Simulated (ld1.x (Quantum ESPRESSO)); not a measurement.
**Varying the ultrasoft potential for O**

Base potential:

ld1.x (Quantum ESPRESSO) 7.5 input, shortened:

```
&input
   title='O', zed=8., rel=1, dft='PZ', iswitch=3,
   config='[He] 2s2 2p4 3d-2'
 /
 &inputp
   pseudotype=3, tm=.true., lloc=-1, rcloc=0.85,
   nlcc=.true.,
   which_augfun='PSQ', rmatch_augfun=0.45
 /
5
2S  1  0   2.00   0.00  0.60  0.75  0.0
2S  1  0   0.00  -1.35  0.60  0.75  0.0
2P  2  1   4.00   0.00  0.95  1.20  0.0
2P  2  1   0.00  -0.25  0.95  1.20  0.0
3D  3  2  -2.00   0.05  1.05  1.25  0.0
 &test
   configts(1)='2s2 2p4'
 /
```

All-electron outer shells of the reference configuration (LDA (PZ), scalar-relativistic, ld1.x):

```json
{"shell": "1s", "level (eV)": "-510.89", "outermost node (bohr)": "–", "outermost maximum (bohr)": "0.13"}
{"shell": "2s", "level (eV)": "-23.75", "outermost node (bohr)": "0.28", "outermost maximum (bohr)": "0.88"}
{"shell": "2p", "level (eV)": "-9.20", "outermost node (bohr)": "–", "outermost maximum (bohr)": "0.82"}
```

Cutoffs, loose and tight: the cutoffs (Ry, on a coarse ladder) from which the occupation-weighted sum of valence levels, in a spherical-Bessel basis at the reference potential, stays within 10 and 1 mRy of its value at 400 Ry. They do not see the model core or the augmentation charge, which bear on the density cutoff. Test errors are all-electron minus pseudo excitation energies from the reference, over the configurations 2s2 2p3; 2s2 2p2; 2s2 2p1; 2s1 2p4; 2s1 2p5; 2s2 2p0; 2s2 2p3.5 (two spin-polarised tests are not counted in the largest error). A dash means not determined; rows that change the core or the reference have their own tests.

Cutoffs are not given where the Bessel-basis levels miss the radial ones by over 6 mRy, ghosts where they miss by over 20 mRy; a channel whose overlap is not positive is not tested.

A file whose overlap is not positive is unfit for use, and its test errors describe a broken file.

```csv
change,outcome,"cutoff, loose","cutoff, tight",bound ghosts,largest test error (meV)
base,generated,55 Ry,100 Ry,none,+15
local potential all-electron potential smoothed inside 0.52 bohr (lloc = -1),"generated, overlap not positive",–,–,not determined (overlap not positive),+19
local potential all-electron potential smoothed inside 0.66 bohr (lloc = -1),"generated, overlap not positive",–,–,not determined (overlap not positive),+16
local potential all-electron potential smoothed inside 1.00 bohr (lloc = -1),generated,55 Ry,100 Ry,none,+17
local potential all-electron potential smoothed inside 1.26 bohr (lloc = -1),generated,55 Ry,100 Ry,none,+15
local potential all-electron potential smoothed inside 1.36 bohr (lloc = -1),generated,55 Ry,100 Ry,none,+15
```

Problem. What comes out with this change to the base: local potential all-electron potential smoothed inside 0.92 bohr (lloc = -1)?

Solution. outcome: generated; cutoff, loose: 55 Ry; cutoff, tight: 100 Ry; bound ghosts: none; largest test error (meV): -17.

Reading the sweep of the rcloc (base included, trends over the rows without a ghost): The loose cutoff stays near 55 Ry. The median size of the test errors (rows with all tests solved) is not monotonic: lowest 6.2 meV at 1.26 bohr, highest 12.0 meV at 0.92 bohr.
